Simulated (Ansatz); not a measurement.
Relaxation of CH$_{4}$ClNOSi (9 atoms, charge 0, multiplicity 1), to a largest force component of 0.02 eV/Å in at most 50 steps.

All numbers below come from RKS BLYP/cc-pVDZ in Ansatz 0.2.0.

```xyz
9
Properties=species:S:1:pos:R:3:forces:R:3
N 0.936 0.947 -0.992 -0.29 3.75 -1.40
Si 0.466 -0.356 -0.088 0.56 -1.32 -0.34
Cl 0.598 -2.104 -1.096 0.94 -1.74 -0.63
C -0.569 -0.204 1.339 -0.34 -0.97 1.73
O -1.170 -0.150 0.012 -3.06 0.42 0.88
H 0.026 1.535 -1.138 1.72 -0.92 0.48
H 1.164 0.670 -1.931 0.72 -0.15 -1.00
H -0.548 0.711 1.918 -0.18 0.80 0.40
H -0.815 -1.096 1.960 -0.08 0.12 -0.12
```

Where does it end, and by what steps?

The run converged. After 14 steps the energy has fallen by 1.162 eV; H6 moved furthest, 0.48 Å.

```json
{"step": "0", "energy less start (eV)": "0.0000", "largest force component (eV/Å)": "3.749", "accepted": "yes"}
{"step": "1", "energy less start (eV)": "-0.8629", "largest force component (eV/Å)": "1.276", "accepted": "yes"}
{"step": "2", "energy less start (eV)": "-1.0745", "largest force component (eV/Å)": "0.630", "accepted": "yes"}
{"step": "3", "energy less start (eV)": "-1.1177", "largest force component (eV/Å)": "0.327", "accepted": "yes"}
{"step": "4", "energy less start (eV)": "-1.0184", "largest force component (eV/Å)": "1.063", "accepted": "no"}
{"step": "5", "energy less start (eV)": "-1.1438", "largest force component (eV/Å)": "0.261", "accepted": "yes"}
{"step": "6", "energy less start (eV)": "-1.1539", "largest force component (eV/Å)": "0.184", "accepted": "yes"}
{"step": "7", "energy less start (eV)": "-1.1600", "largest force component (eV/Å)": "0.107", "accepted": "yes"}
{"step": "8", "energy less start (eV)": "-1.1596", "largest force component (eV/Å)": "0.171", "accepted": "no"}
{"step": "9", "energy less start (eV)": "-1.1597", "largest force component (eV/Å)": "0.236", "accepted": "no"}
{"step": "10", "energy less start (eV)": "-1.1609", "largest force component (eV/Å)": "0.025", "accepted": "yes"}
{"step": "11", "energy less start (eV)": "-1.1610", "largest force component (eV/Å)": "0.076", "accepted": "yes"}
{"step": "12", "energy less start (eV)": "-1.1615", "largest force component (eV/Å)": "0.032", "accepted": "yes"}
{"step": "13", "energy less start (eV)": "-1.1617", "largest force component (eV/Å)": "0.028", "accepted": "yes"}
{"step": "14", "energy less start (eV)": "-1.1618", "largest force component (eV/Å)": "0.018", "accepted": "yes"}
```

```xyz
9
Properties=species:S:1:pos:R:3
N 0.881 0.916 -1.160
Si 0.108 -0.348 -0.263
Cl 0.809 -2.170 -1.036
C -0.558 -0.252 1.435
O -1.524 -0.228 0.205
H 0.402 1.823 -1.202
H 1.288 0.675 -2.068
H -0.610 0.690 2.013
H -0.708 -1.153 2.059
```

Whether the end is a true minimum wasn't checked by a vibrational analysis.

Time of the run: 62 s on 2 threads of Arm Neoverse N1, on a shared host, peak memory 0.18 GiB.
